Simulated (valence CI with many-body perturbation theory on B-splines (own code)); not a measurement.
**Tb XLIV in three bases**

Calculated by configuration interaction combined with many-body perturbation theory (CI+MBPT): four valence electrons over a frozen Dirac-Fock core [Ar], a basis of 7 s, 7 p, 8 d, 6 f, 4 g, 1 h functions for each j, with the one-electron correlation potential Σ1, the two-electron term Σ2, the three-electron term Σ3, Breit, model QED; selected CI, second order for the rest (own B-spline code, finite nucleus).

No measured spectrum was set against this ion. As an estimate, large intervals hold to a few tenths of a per cent, small ones and those within an open d or f shell to about a per cent. Only levels of the ground parity were solved; by the run's estimate the other parity begins above the list, which can be wrong where configurations are misplaced.

The reference run has the lowest level (3d3/2^4) J=0 and an ionisation energy of 3458.63 eV. Its largest variational space holds 17274 state functions.

Levels are named by their leading jj configuration (3d3/2^4 stands for four electrons in 3d with j = 3/2), which in mixed levels can hold well under half, so a name can repeat and another be missing. Letters in brackets count levels of one name in rising energy.

Changed runs:
A. basis 6 s, 6 p, 5 d, 5 f, 1 g
B. basis 5 s, 5 p, 4 d, 4 f

Excitation energies of the reference run in cm⁻¹, and shifts in cm⁻¹:

```tsv
Level	Reference	A	B
(3d3/2^3 3d5/2) J=1	254981	-242	-420
(3d3/2^3 3d5/2) J=4	339038	+20	+292
(3d3/2^3 3d5/2) J=2	346498	-129	+50
(3d3/2^3 3d5/2) J=3	373278	-51	+263
(3d3/2^2 3d5/2^2) J=0 [a]	571014	-232	-423
(3d3/2^2 3d5/2^2) J=2 [a]	585563	-137	+98
(3d3/2^2 3d5/2^2) J=4 [a]	590565	-208	-154
(3d3/2^2 3d5/2^2) J=3 [a]	604857	-212	-51
(3d3/2^2 3d5/2^2) J=5	633704	-68	+314
(3d3/2^2 3d5/2^2) J=6	654148	+22	+566
(3d3/2^2 3d5/2^2) J=1	659618	-68	+347
(3d3/2^2 3d5/2^2) J=4 [b]	688912	+57	+580
Ionisation energy (eV)	3458.63	-0.09	-0.14
```
